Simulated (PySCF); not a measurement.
C₄H₃S, SMILES [c]1ccsc1, multiplicity 2.

Coordinates come from a B3LYP-D3(BJ)/def2-SVP optimisation. The isomer is the one that the SMILES or the coordinates give; other isomers of the formula were not compared.

Calculation: PySCF 2.14.0 with TDA-CAM-B3LYP/def2-SVPD.

Vertical excitations. 

### Question
Give excitation energies, oscillator strengths and character. (The exact figures need the calculation; the answer reports its results.)

### Answer

```json
[
 {"state": "root 1", "energy (eV)": "2.20", "λ (nm)": "564", "f": "0.002", "main pairs": "β HOMO→LUMO 90 %"},
 {"state": "root 2", "energy (eV)": "2.99", "λ (nm)": "415", "f": "0.000", "main pairs": "β HOMO−1→LUMO 92 %"},
 {"state": "root 3", "energy (eV)": "3.76", "λ (nm)": "329", "f": "0.000", "main pairs": "α HOMO→LUMO 47 %, β HOMO→LUMO+1 41 %"},
 {"state": "root 4", "energy (eV)": "4.55", "λ (nm)": "273", "f": "0.001", "main pairs": "α HOMO−1→LUMO 41 %, β HOMO−1→LUMO+1 45 %, β HOMO→LUMO+1 8 %"},
 {"state": "root 5", "energy (eV)": "5.29", "λ (nm)": "234", "f": "0.001", "main pairs": "α HOMO−2→LUMO 94 %"},
 {"state": "root 6", "energy (eV)": "5.87", "λ (nm)": "211", "f": "0.041", "main pairs": "α HOMO−1→LUMO 34 %, β HOMO−2→LUMO 27 %, β HOMO−1→LUMO+1 19 %"},
 {"state": "root 7", "energy (eV)": "6.00", "λ (nm)": "206", "f": "0.000", "main pairs": "α HOMO−1→LUMO+1 16 %, β HOMO−1→LUMO+2 23 %, β HOMO→LUMO+2 18 %, β HOMO−3→LUMO 14 %"},
 {"state": "root 8", "energy (eV)": "6.05", "λ (nm)": "205", "f": "0.021", "main pairs": "α HOMO→LUMO+4 25 %, α HOMO→LUMO+6 12 %, α HOMO→LUMO 5 %, β HOMO→LUMO+8 22 %, β HOMO−2→LUMO 7 %, β HOMO→LUMO+1 7 %"},
 {"state": "root 9", "energy (eV)": "6.17", "λ (nm)": "201", "f": "0.080", "main pairs": "α HOMO→LUMO 30 %, α HOMO−1→LUMO 6 %, β HOMO→LUMO+1 31 %, β HOMO−2→LUMO 18 %"},
 {"state": "root 10", "energy (eV)": "6.19", "λ (nm)": "200", "f": "0.000", "main pairs": "α HOMO→LUMO+1 53 %, β HOMO→LUMO+2 18 %"}
]
```
Unrestricted roots are not spin-pure.
